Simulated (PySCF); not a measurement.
BH2I, SMILES BI.

Coordinates come from a B3LYP-D3(BJ)/def2-TZVP optimisation. The def2 effective core potentials stand for the cores of I; spin–orbit coupling is left out.

Calculation: B3LYP/def2-TZVPD run with PySCF.

Symmetry labels are those of the subgroup C2v that the program uses (full group C2v).

Computed valence orbital energies around the gap with their symmetry:
| orbital | symmetry | energy (eV) |
|---|---|---|
| HOMO−7 | A2 | -52.09 |
| HOMO−6 | A1 | -52.08 |
| HOMO−5 | A1 | -19.52 |
| HOMO−4 | A1 | -13.95 |
| HOMO−3 | B2 | -10.72 |
| HOMO−2 | A1 | -9.54 |
| HOMO−1 | B1 | -8.09 |
| HOMO | B2 | -7.34 |
| LUMO | B1 | -2.41 |
| LUMO+1 | A1 | -0.18 |
| LUMO+2 | A1 | -0.03 |
| LUMO+3 | B2 | 0.61 |
